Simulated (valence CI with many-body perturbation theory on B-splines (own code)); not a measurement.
**Isoelectronic trend, 23 electrons, Br12+ to In26+**

Method: relativistic CI+MBPT: five valence electrons over a frozen Dirac-Fock core [Ar], radial functions for each j: 7 s, 7 p, 8 d, 6 f, 4 g, 1 h, with the one-electron correlation potential Σ1, the two-electron term Σ2, the three-electron term Σ3, Breit, model QED; selected CI, second order for the rest, scaled by the run's own slope (own B-spline code, finite nucleus). Basis and details of the method differ along the sequence, and some ions are missing.

Excitation energies in eV above the lowest level of each ion. Labels name the leading LS component, so a column can jump where levels mix; a blank means that no level of the computed list carries the label, and where several do, the lowest of them is shown. The ionisation energies from NIST are mostly theoretical or semi-empirical. By estimate, terms of the open shell hold to 2 to 4 % up to charges of about 25 and to about 1 % beyond; near the neutral end and where shells cross, configurations can be misplaced by 0.1 to 0.6 eV.

```tsv
Ion	Lowest level	IE (eV)	IE, NIST (eV)	3d5 4G_11/2	3d5 4P_3/2	3d5 4G_9/2	3d5 4P_1/2	3d5 4D_5/2	3d5 4D_1/2	3d5 2I_11/2
Br12+	3d5 6S_5/2	392.35	393 ± 3	8.725	9.544	8.805	9.824	11.07	10.96	12.56
Kr13+	3d5 6S_5/2	445.64	446 ± 3	9.213	10.02	9.325	10.36	11.78	11.64	13.24
Rb14+	3d5 6S_5/2	501.98	502 ± 3	9.698	10.47	9.842	10.89	12.49	12.36	13.91
Sr15+	3d5 6S_5/2	561.35	562 ± 3	10.19	10.92	10.35	11.44	13.19	13.11	14.60
Zr17+	3d5 6S_5/2	689.16	690 ± 3	11.17	11.78	11.41	12.52	14.62	14.69	15.97
Nb18+	3d5 6S_5/2	757.57	758 ± 3	11.66	12.19	11.96	13.06	15.34	15.53	16.66
Mo19+	3d5 6S_5/2	828.97	829 ± 4	12.15	12.60	12.51	13.61	16.07	16.41	17.38
Tc20+	3d5 6S_5/2	903.36	904 ± 4	12.64	12.99	13.07	14.17	16.80	17.34	18.12
Ru21+	3d5 6S_5/2	980.73	981 ± 4	13.13	13.39	13.66	14.75	17.55	18.33	18.90
Rh22+	3d5 6S_5/2	1061.1	1061 ± 4	13.62	13.79	14.26	15.35	18.33	19.38	19.73
Pd23+	3d5 6S_5/2	1144.4	1145 ± 4	14.13	14.21	14.88	15.98	19.13	20.51	20.62
Ag24+	3d5 6S_5/2	1230.7	1231 ± 4	14.65	14.64	15.54	16.64	19.98	21.72	21.59
Cd25+	3d5 6S_5/2	1319.9	1320 ± 4	15.19	15.10	16.22	17.35	20.88	23.04	22.65
In26+	3d5 6S_5/2	1412.2	1413 ± 4	15.76	15.60	16.96	18.12		24.48	23.83
```

**Question.** Does the computed ground configuration or its J change in this range?

**Answer.** No, it stays 3d5 with J = 5/2; its leading component is 98 % 6S at the start and 77 % 6S at the end, where the leading jj configuration holds 41 %.

Shares of the ionisation energy in eV, for some of the ions:

| Ion | Σ1 | Σ2 | Σ3 | Breit | QED |
| --- | --- | --- | --- | --- | --- |
| Br12+ | 2.11 | 6.92 | 0.00560 | 0.0378 | 0.0105 |
| Rb14+ | 2.17 | 7.36 | 0.00658 | 0.0412 | 0.0121 |
| Zr17+ | 2.22 | 7.89 | 0.0182 | 0.0513 | 0.0135 |
| Mo19+ | 2.24 | 8.17 | 0.0213 | 0.0600 | 0.0138 |
| Ru21+ | 2.26 | 8.42 | 0.0221 | 0.0670 | 0.0137 |
| Pd23+ | 2.26 | 8.64 | 0.0249 | 0.0643 | 0.0135 |
| Cd25+ | 2.26 | 8.85 | 0.0325 | 0.0461 | 0.0138 |
